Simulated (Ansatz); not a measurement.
Reaction (SMILES): FB(F)C(F)(F)F + 6 [H][H] (H2) -> B (BH3) + C (CH4) + 5 F (HF)
Geometries: B3LYP-D3(BJ)/def2-TZVP minima from Ansatz (a program for electronic structure), one conformer each, not searched for the lowest.
Geometry of the first species:
```
C
F 1 1.3441
F 1 1.3522 2 107.53
F 1 1.3524 2 107.52 3 -115.35
B 1 1.6155 2 112.91 3 122.37
F 5 1.3086 1 120.62 2 0.50
F 5 1.3094 6 120.32 1 -179.96
```
Charge 0, spin multiplicity 1.

Quantity: energy of full hydrogenation (electronic energy difference), in eV. Correlated levels leave the core frozen unless marked. No spin-orbit coupling. No relativistic terms. CBS marks a two-point X^-3 extrapolation of the correlation energy; Hartree-Fock from the larger set.

CCSD(T)/CBS(cc-pVTZ,cc-pVQZ) (Ansatz) gives -0.20 eV.

**Question.** Another calculation gave 0.48 eV. Which level was it?
A. B97M-V/def2-TZVPD (Ansatz)
B. wB97X/def2-TZVPD (Ansatz)
C. r2SCAN/def2-TZVPD (Ansatz)
D. PBE/def2-TZVPD (Ansatz)

**Answer.** C, r2SCAN/def2-TZVPD (Ansatz). The others give -0.15 (wB97X), 0.08 (PBE), 0.21 (B97M-V) eV.
